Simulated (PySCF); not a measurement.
**Bonding in `CCCCS[Si@](C)(Cl)[Si](C)(C)Cl`**

C7H18Cl2SSi2.
SMILES with atom numbers: `[CH3:1][CH2:2][CH2:3][CH2:4][S:5][Si@:6]([CH3:7])([Cl:8])[Si:9]([CH3:10])([CH3:11])[Cl:12]` (hydrogens: H13, H14, H15 on C1; H16, H17 on C2; H18, H19 on C3; H20, H21 on C4; H22, H23, H24 on C7; H25, H26, H27 on C10; H28, H29, H30 on C11)

Geometry (PBE0-D3(BJ)/def2-SVP, Å), atoms numbered from 1 in this order:
```xyz
30
C7H18Cl2SSi2 angstrom
C      4.0279    1.2963   -0.0031
C      3.8485   -0.0144    0.7499
C      2.4233   -0.5625    0.7253
C      1.4196    0.3358    1.4250
S     -0.2887   -0.3222    1.4822
Si    -0.8627   -0.3801   -0.5864
C     -0.3784   -1.9199   -1.5265
Cl     0.0421    1.2494   -1.5518
Si    -3.1644    0.0274   -0.5766
C     -4.0746   -1.0342    0.6658
C     -3.4725    1.8511   -0.3211
Cl    -3.8154   -0.5132   -2.4972
H      5.0866    1.5962   -0.0358
H      3.4714    2.1233    0.4644
H      3.6701    1.2104   -1.0417
H      4.5155   -0.7773    0.3145
H      4.1769    0.1066    1.7976
H      2.1140   -0.6960   -0.3256
H      2.3935   -1.5611    1.1906
H      1.6889    0.4768    2.4838
H      1.3699    1.3296    0.9580
H      0.7109   -2.0084   -1.6474
H     -0.8501   -1.8927   -2.5211
H     -0.7457   -2.8075   -0.9882
H     -5.1536   -0.8139    0.6438
H     -3.9367   -2.1045    0.4525
H     -3.6964   -0.8294    1.6803
H     -4.5464    2.0873   -0.3759
H     -3.0936    2.1463    0.6706
H     -2.9380    2.4395   -1.0810
```

Bond orders from the PBE0/pcSseg-1 density (PySCF). Isolated species at its PBE0-D3(BJ)/def2-SVP geometry (one conformer only).

Task: How far do the computed orders between heavy atoms stray from the drawn ones?

Result: The largest departure is 0.129, at Si6–Si9 (drawn single, 0.871). Drawn single, order below 0.88: Si6–Si9 (0.871).

Task: Give the Mayer order of every bond between heavy atoms, beside its length.

Result: 
```csv
bond,drawn as,length (Å),Mayer order
C1–C2,single,1.522,1.047
C2–C3,single,1.527,1.053
C3–C4,single,1.518,0.988
C4–S5,single,1.832,1.006
S5–Si6,single,2.148,1.021
Si6–C7,single,1.868,0.970
Si6–Cl8,single,2.099,0.918
Si6–Si9,single,2.337,0.871
Si9–C10,single,1.871,0.981
Si9–C11,single,1.867,0.994
Si9–Cl12,single,2.099,0.926
```

By pair of heavy elements: C–C: lowest C3–C4 (0.988, 1.518 Å), highest C2–C3 (1.053, 1.527 Å); in 2 of the 3 pairs the longer bond (by over 0.003 Å) has the higher order (by 0.02 or more). C–Si: lowest Si6–C7 (0.970, 1.868 Å), highest Si9–C11 (0.994, 1.867 Å). Cl–Si: all 2 within 0.02 of one another (0.918 to 0.926).

Task: And the bonds to hydrogen?

Result: C–H: 0.92 to 0.97 (18 bonds).

Task: Sum the orders of all bonds at each heavy atom with more than one neighbour and set the sums beside the valence in the SMILES.

Result: C1 3.941 (drawn 4), C2 4.004 (drawn 4), C3 3.909 (drawn 4), C4 3.856 (drawn 4), S5 2.027 (drawn 2), Si6 3.780 (drawn 4), C7 3.796 (drawn 4), Si9 3.772 (drawn 4), C10 3.816 (drawn 4), C11 3.825 (drawn 4). Orders between atoms that aren't bonded are not in these sums.

For a closed shell the Mayer order of atoms A and B is Σ (PS)μν (PS)νμ over the basis functions μ on A and ν on B, with P the density and S the overlap matrix.
